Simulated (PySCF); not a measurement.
Ionisation energy of Sr³⁶⁺ by level of theory

Sr³⁶⁺ 1s2 (1S) → Sr³⁷⁺ 1s1 (2S), as a difference of total energies. Calculation: PySCF 2.14, in an even-tempered Gaussian basis (17 s from 56 bohr⁻², ratio 2.2; 7 p from 85 bohr⁻², ratio 2.4; 4 d from 260 bohr⁻², ratio 2.4; 3 f from 380 bohr⁻², ratio 2.4; 3 g from 580 bohr⁻², ratio 2.4); the spin-free X2C one-electron Hamiltonian (Gaussian nucleus). Correlated levels: nothing frozen; virtual orbitals above 40 to 60 times the deepest correlated orbital energy dropped. The calculations carry no spin-orbit coupling.

| method | ionisation energy (eV) | difference from reference (eV) |
| --- | --- | --- |
| UHF | 19367.2 | +21.6 |
| MP2 (all electrons) | 19368.6 | +23.0 |
| SCS-MP2 (all electrons) | 19368.9 | +23.3 |
| CCSD (all electrons) | 19368.6 | +23.0 |

Reference: 19345.6 eV (theoretical estimate listed by NIST; NIST Atomic Spectra Database, ionization energies).

For this ion Breit and QED terms and the two-electron picture change, all absent here, outweigh the differences among the correlated methods.

With two correlated electrons CCSD is exact in that space.
